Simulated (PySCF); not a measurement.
Isomers of C5H9ClO. Method used: PySCF 2.14.0, PBE0-D3(BJ)/def2-SVP geometry optimisation, gas phase. One conformer each; no zero-point energy, no entropy. No frequencies were run at this level. Point groups hold within 0.08 Å.

**Question.** Order them by energy at this level, lowest first, and give relative energies in kJ/mol.
A. `[Cl:1][CH2:2][C@@H:3]1[CH2:4][CH2:5][CH2:6][O:7]1` with Cl1–C2–C3–C4 -65°, C2–C3–C4–C5 -146°, C3–C4–C5–C6 37°, C4–C5–C6–O7 -35°, C5–C6–O7–C3 19°
B. `[CH3:1][CH2:2][CH2:3][CH2:4][C:5](=[O:6])[Cl:7]` with C1–C2–C3–C4 179°, C2–C3–C4–C5 180°, C3–C4–C5–O6 -1°
C. `[Cl:1][CH2:2][CH2:3][O:4][CH:5]1[CH2:6][CH2:7]1` with Cl1–C2–C3–O4 177°, C2–C3–O4–C5 77°, C3–O4–C5–C6 -166°
D. pivaloyl chloride (`CC(C)(C)C(=O)Cl`)

**Answer.** D (0.0), B (8.5), A (61.1), C (174.3).

As drawn, the lowest has a C=O bond and a quaternary carbon, which the highest lacks; the highest has a three-membered ring, which the lowest lacks. Neighbours under 10 kJ/mol apart (CC(C)(C)C(=O)Cl and CCCCC(=O)Cl) can change places with a better method, another conformer or zero-point energy.

```json
{"SMILES": "CC(C)(C)C(=O)Cl", "E (Eh)": "-730.59541", "E rel (kJ/mol)": "0.0", "dipole (D)": "2.79", "point group": "near Cs", "A, B, C (MHz)": "2987, 1723, 1439"}
{"SMILES": "CCCCC(=O)Cl", "E (Eh)": "-730.59217", "E rel (kJ/mol)": "8.5", "dipole (D)": "2.90", "point group": "Cs", "A, B, C (MHz)": "6552, 776.2, 706.1"}
{"SMILES": "ClC[C@@H]1CCCO1", "E (Eh)": "-730.57212", "E rel (kJ/mol)": "61.1", "dipole (D)": "1.99", "point group": "C1", "A, B, C (MHz)": "5627, 1179, 1031"}
{"SMILES": "ClCCOC1CC1", "E (Eh)": "-730.52903", "E rel (kJ/mol)": "174.3", "dipole (D)": "1.67", "point group": "C1", "A, B, C (MHz)": "6742, 872.6, 810.4"}
```
